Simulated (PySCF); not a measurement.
## TiF⁺ from Hartree–Fock to correlated methods

State: ³Σ⁻ (triplet), unpaired electrons δ ↑↑. Set-up: basis Ti def2-TZVPPD, F def2-TZVPPD; no relativity; PySCF 2.14. De refers to Ti⁺ (3d2 4s1) + F in their high-spin ground configurations, without counterpoise correction. The functionals are run spin-unrestricted. A positive dipole points towards F; it is taken about the centre of mass and depends on that origin.

| Level | Re (Å) | ωe (cm⁻¹) | De (eV) | μ (D) |
| --- | --- | --- | --- | --- |
| UHF | 1.755 | 789 | n/a | -7.66 |
| UHF-MP2 | 1.724 | 810 | n/a | n/a |
| UHF-SCS-MP2 | 1.733 | 799 | n/a | n/a |
| UHF-CCSD | 1.734 | 807 | 5.18 | n/a |
| UHF-CCSD(T) | 1.733 | 805 | 5.47 | n/a |
| LDA | 1.694 | 839 | n/a | -5.43 |
| PBE | 1.721 | 796 | n/a | -5.63 |
| r²SCAN | 1.717 | 814 | n/a | -5.88 |
| M06-L | 1.725 | 803 | n/a | -6.03 |
| TPSSh | 1.720 | 811 | n/a | -5.96 |
| PBE0 | 1.716 | 816 | n/a | -6.16 |
| M06 | 1.724 | 807 | n/a | -6.33 |
| M06-2X | 1.733 | 803 | n/a | -6.75 |
| ωB97M-V | 1.725 | 806 | n/a | -6.36 |

**Question.** What does a quarter of exact exchange do here, going from PBE to PBE0?

**Answer.** PBE0 less PBE: -0.5 pm in Re, +2.5 % in ωe. Exact exchange removes part of the self-interaction that spreads semilocal densities, and in most molecules shortens and stiffens the bond and lowers De; so it does here.

**Question.** What does the step from GGA to meta-GGA do here, going from PBE to r²SCAN?

**Answer.** r²SCAN less PBE: -0.4 pm in Re, +2.3 % in ωe. 

**Question.** What does the gradient correction do here, going from LDA to PBE?

**Answer.** PBE less LDA: +2.7 pm in Re, -5.1 % in ωe. The gradient correction favours the more uneven density of free atoms, so it tends to lengthen bonds and takes away much of the overbinding of LDA; so it does here.

Correlated steps freeze 6 core orbitals. De is left out where the level can put another filling of the metal’s s and d shells below the measured ground configuration, by anything from nothing to about 1 eV. For an ion De counts to the pair picked by the measured ionisation energies or electron affinities, which need not be the lowest pair at this level. The state is the lowest single determinant that the PBE0 search found; with open d or f shells the true ground state can be another one.

The whole job (state search and all levels along the bond) took about 22 min on 2 threads of Arm Neoverse V2 (shared host), peak memory 6.7 GiB.
